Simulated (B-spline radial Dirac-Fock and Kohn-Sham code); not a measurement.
# Energy-loss ionisation edge L1 (2s) of Zr

System: atomic zirconium, [Kr] 4d2 5s2. Level of theory: the first Born approximation with generalised oscillator strengths from a Dirac-Hartree-Slater potential (longitudinal and transverse terms; continuum final states only, so no white lines or fine structure); a radial finite-basis atomic code. The edge is taken at 2532.0 eV (tabulated value).

Input of the calculation (task.json; shells as n, l, electrons):

```json
{"items": [{
  "Z": 40,
  "q": 0,
  "cfg": [[1, 0, 2], [2, 0, 2], [2, 1, 6], [3, 0, 2], [3, 1, 6], [3, 2, 10], [4, 0, 2], [4, 1, 6], [4, 2, 2], [5, 0, 2]],
  "A": 90,
  "rrms": 4.2694,
  "do": "eels",
  "beams": [[60, 10], [60, 20], [60, 50], [100, 5], [100, 10], [100, 50], [120, 10], [120, 50], [120, 100], [200, 5], [200, 10], [300, 5], [300, 10], [300, 20]],
  "edges": {"L1": 2532.0}
}]}
```

Launch: `python xray2_run.py task.json out`

Edge shape dσ/dE in barn per eV:

| E − edge (eV) | 60 kV, 50 mrad | 200 kV, 10 mrad | 300 kV, 10 mrad |
| --- | --- | --- | --- |
| 1 | 0.460 | 0.120 | 0.152 |
| 3 | 0.452 | 0.117 | 0.148 |
| 6 | 0.443 | 0.114 | 0.144 |
| 10 | 0.434 | 0.111 | 0.140 |
| 15 | 0.428 | 0.109 | 0.138 |
| 20 | 0.425 | 0.108 | 0.137 |
| 30 | 0.423 | 0.108 | 0.137 |
| 40 | 0.421 | 0.107 | 0.137 |
| 50 | 0.416 | 0.106 | 0.135 |
| 65 | 0.407 | 0.103 | 0.132 |
| 80 | 0.398 | 0.101 | 0.129 |
| 100 | 0.388 | 0.0983 | 0.126 |
| 125 | 0.375 | 0.0950 | 0.122 |
| 150 | 0.362 | 0.0914 | 0.118 |
| 200 | 0.339 | 0.0852 | 0.110 |
| 250 | 0.316 | 0.0793 | 0.103 |
| 300 | 0.296 | 0.0740 | 0.0967 |

For the first setting the maximum lies 1 eV above the edge. The intensity 300 eV above the edge is 64 % of the maximum.
